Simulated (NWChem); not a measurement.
System: SiN₂H₄Cl₂; SMILES N[Si](N)(Cl)Cl

Input file for NWChem:

```
start job
memory heap 200 mb stack 900 mb global 1100 mb
geometry units angstroms noautosym nocenter noautoz
  N      0.276619    -1.357973    -1.354515
  Si     0.000000     0.000000    -0.360513
  N     -0.276619     1.357973    -1.354515
  Cl     1.660266     0.079074     0.896022
  Cl    -1.660266    -0.079074     0.896022
  H     -0.413020    -1.603742    -2.055406
  H      0.758086    -2.170305    -0.989371
  H      0.413020     1.603742    -2.055406
  H     -0.758086     2.170305    -0.989371
end
basis spherical
  N library 6-31g*
  Si library 6-31g*
  Cl library 6-31g*
  H library 6-31g*
end
dft
  xc b3lyp
  iterations 150
end
property
  efieldgrad
end
task dft property
```

Coordinates come from a B3LYP/6-31G* (spherical d) optimisation.

Vzz is the largest principal value of the second derivative of the potential at the nucleus (NWChem prints the opposite sign); η is the asymmetry. Non-relativistic.

Atoms are numbered as in the input.

Problem. Give the results of this calculation. (B3LYP/6-31G* (spherical d).) Quantities: Vzz N3 (a.u.); η N3; Vzz Cl5 (a.u.); η Cl5.

Solution. 
```
Property         Value
--------------  ------
Vzz N3 (a.u.)   -0.852
η N3              0.27
Vzz Cl5 (a.u.)   2.032
η Cl5             0.06
```
